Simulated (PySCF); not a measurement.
[BrH5PSi]+: core ionisation energies

Compound: BrH₅PSi (charge +1).
Z-matrix (Å and degrees, PBE0-D3(BJ)/def2-SVP geometry), rows numbered from 1:
```
P 
Si  1  2.3288
Br  2  2.1770  1  100.96
H   1  1.4140  2  116.69  3   179.90
H   1  1.4124  2  111.36  3   -58.89
H   1  1.4124  2  111.58  3    58.44
H   2  1.4809  1  103.33  3  -119.16
H   2  1.4810  1  103.13  3   119.05
```

Computed with delta-SCF UKS SCAN, pcX-2 on the ionised atom, pcseg-1 elsewhere, spin-free X2C in PySCF. Binding energies are ΔSCF values: E(core-ionised, relaxed orbitals) − E(ground state) at a fixed geometry, referred to the vacuum level.

Q: Give the core binding energies atom by atom.

A: 
| atom(s) | bonded to | level | binding energy (eV) | 2p1/2 (eV) | count |
| --- | --- | --- | --- | --- | --- |
| P1 | 3 H and Si | P 1s | 2157.55 | – | 1 |
| Si2 | Br, 2 H and P | Si 1s | 1853.27 | – | 1 |
| P1 | 3 H and Si | P 2p3/2 | 144.00 | 144.89 | 1 |
| Si2 | Br, 2 H and P | Si 2p3/2 | 113.40 | 114.03 | 1 |

Q: Express the binding energy of P 2p3/2 of P1 in atomic units and per mole.

A: 144.00 eV = 5.2919 Eh = 13894 kJ/mol.

Q: Which photon wavelength matches the P 2p3/2 of P1 threshold?

A: λ = hc/E = 12398.42 eV Å / 144.00 eV = 86.100 Å.

For 2p shells one spin-free hole was relaxed; a mean-field spin–orbit operator and the ground-state splitting of the three 2p orbitals were then diagonalised within the shell. The shell's mean is (2 × 2p3/2 + 2p1/2)/3, and the degeneracies 2j + 1 give areas of 2:1. 2p1/2 minus 2p3/2 (ligand field included): P 0.89 eV, Si 0.63 eV. No level of bromine is listed. The species carries charge +1, so core ionisation leaves charge +2. Isolated species at its PBE0-D3(BJ)/def2-SVP geometry, gas phase.
